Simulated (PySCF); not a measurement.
Gas-phase reaction: 2 MoF6 + O2 = 2 MoOF4 + 4 F

Computed with PySCF (xtb for GFN2) and rigid-rotor harmonic-oscillator thermochemistry at 1 bar. † marks an energy on the PBE0/def2-TZVP geometry and frequencies; other levels use their own. MP2 and CCSD(T) freeze the core. Open shells (unrestricted): O2 (multiplicity 3), F (multiplicity 2, electronic degeneracy 6); the rest are closed-shell singlets. GFN2 has no spin-polarisation term. Spin-orbit splitting is ignored; it lowers the true energy and changes the entropy of F. B3LYP is the form with VWN-RPA correlation. Mo: scalar-relativistic def2 core potential, no spin-orbit coupling. MP2 isn't extrapolated to the basis-set limit; its ΔH°(298 K) is 726.9 kJ in def2-SVP and 781.2 kJ in def2-TZVPP. CCSD(T) isn't extrapolated to the basis-set limit. The harmonic model lacks anharmonicity and excited electronic states, which grow with temperature; levels with a mode under 35 cm⁻¹ are left out. Soft modes under 120 cm⁻¹ make the harmonic entropy rough for MoF6, MoOF4. Warning, large T1 diagnostic: MoF6, MoOF4 (CCSD(T)/def2-SVP†).

```tsv
level	ΔE electronic, kJ	ΔH°(298 K), kJ	ΔS°(298 K), J/K	ΔG°(1200 K), kJ
B3LYP/def2-TZVP†	883	873	408	380
CCSD(T)/def2-SVP†	733	723	408	229
GFN2-xTB	1097	1086	432	563
HF/def2-TZVP†	334	324	408	-169
MP2/def2-SVP†	737	727	408	234
PBE/def2-SVP	1112	1102	410	607
PBE0/def2-SVP†	927	917	408	424
PBE0/def2-TZVP	874	864	408	371
ωB97M-V/def2-TZVP†	879	869	408	376
```
ΔH° is lowest at HF/def2-TZVP† and highest at PBE/def2-SVP. No reference value is set beside these.
